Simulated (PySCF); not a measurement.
Compound: C₆H₉AlN₂.
Numbering: `[CH2:1]=[N:2][c:3]1[cH:4][cH:5][cH:6][n+:7]([AlH3-:8])[cH:9]1` (hydrogens: H10, H11 on C1; H12 on C4; H13 on C5; H14 on C6; H15, H16, H17 on Al8; H18 on C9)

Computed with PySCF at B3LYP/def2-SVPD, non-relativistic, on one gas-phase PBE0-D3(BJ)/def2-SVP geometry that isn't relaxed in the solvent. The solvent is an IEF-PCM continuum (Bondi radii, 1.10 Å for H, scaled by 1.2), and excitations are vertical TDDFT with non-equilibrium linear response and a frozen core. Only the electrostatic response of the medium enters.

Gas-phase singlets (H = HOMO, L = LUMO):

```
state  E (eV)  λ (nm)      f  leading configurations
   S1   3.683     337  0.014                 H→L 98%
   S2   3.792     327  0.001               H-1→L 94%
   S3   4.011     309  0.037               H→L+1 95%
   S4   4.103     302  0.004             H-1→L+1 92%
   S5   4.222     294  0.079   H-2→L 76%, H-2→L+1 9%
```

**Question.** Give the list for dichloromethane (ε = 8.93), n² = 2.03.

**Answer.** 
| state | E (eV) | λ (nm) | f | leading configurations | change by rank (eV) |
| --- | --- | --- | --- | --- | --- |
| S1 | 4.285 | 289 | 0.112 | H→L 68%, H→L+1 13% | +0.602 |
| S2 | 4.655 | 266 | 0.047 | H→L+1 73%, H→L 15% | +0.863 |
| S3 | 4.794 | 259 | 0.040 | H-1→L 89% | +0.783 |
| S4 | 4.878 | 254 | 0.002 | H-2→L 92% | +0.775 |
| S5 | 5.141 | 241 | 0.024 | H-1→L+1 90% | +0.919 |

**Question.** How do the frontier levels move from gas to dichloromethane?

**Answer.** 
```csv
orbital,gas (eV),solvent (eV),change (eV),"Löwdin shares, gas","Löwdin shares, solvent"
LUMO+2,-1.00,-0.52,+0.48,"N2 20 %, C1 14 %, C6 14 %, C5 13 %","N2 21 %, C1 16 %, C5 13 %, C6 12 %"
LUMO+1,-2.19,-1.75,+0.44,"C9 23 %, N7 16 %, C5 13 %, C4 12 %","C9 23 %, N7 14 %, C5 12 %, C1 11 %"
LUMO,-2.56,-2.07,+0.49,"C1 20 %, C4 15 %, N2 15 %, C6 13 %","C4 18 %, C1 15 %, C6 15 %, N7 13 %"
HOMO,-6.85,-7.22,-0.37,"Al8 37 %, H17 33 %, H16 21 %","N2 28 %, C6 12 %, C3 12 %, C9 9 %"
HOMO-1,-7.00,-7.54,-0.54,"Al8 37 %, H15 35 %, H16 17 %, H17 6 %","Al8 32 %, H17 31 %, H16 18 %"
HOMO-2,-7.69,-7.64,+0.05,"N2 31 %, C3 12 %, C9 12 %, C6 12 %","Al8 36 %, H15 35 %, H16 18 %, H17 5 %"
HOMO-3,-8.77,-8.42,+0.35,"Al8 24 %, N7 20 %, H15 10 %, H17 9 %","N2 30 %, C1 13 %, C5 12 %, C3 11 %"
```

The HOMO–LUMO gap goes from 4.28 to 5.15 eV. Rows go by rank; for HOMO-3, HOMO-2, HOMO-1, HOMO and LUMO the atom shares or the degeneracy differ between the runs, so the row needn't follow one orbital.

Time: 94 s; peak memory 1.3 GiB. Hardware: one thread, Arm Neoverse N1 (aarch64), shared host with 64 logical CPUs at a one-minute load of 58. This is the whole response run at B3LYP/def2-SVPD in dichloromethane, SCF included.

The values belong to the conformer `[CH2:1]=[N:2][c:3]1[cH:4][cH:5][cH:6][n+:7]([AlH3-:8])[cH:9]1`: C1–N2–C3–C4 -46°.
